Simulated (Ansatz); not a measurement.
Cartesian coordinates (Å):
SMILES: [InH3]
```xyz
4

In     0.0000     0.0000     0.0000
H     -1.4834    -0.8733     0.0190
H     -0.0148     1.7207    -0.0516
H      1.4982    -0.8473     0.0327
```
Charge 0, spin multiplicity 1.

Calculation: frozen-core CCSD(T)/def2-TZVPP // r2SCAN-D4/def2-TZVP (Ansatz, a first-principles code).

```
Item                           Result
----------------------  -------------
HF energy               -190.91387 Ha
MP2 correlation energy    -0.30448 Ha
```

Q: Estimate the CCSD correlation energy, the (T) correction, the total energy and the T1 diagnostic.

A: 
```json
{
 "CCSD correlation energy": "-0.31764 Ha",
 "(T) correction": "-0.00735 Ha",
 "CCSD(T) total energy": "-191.23887 Ha",
 "T1 diagnostic": "0.014"
}
```
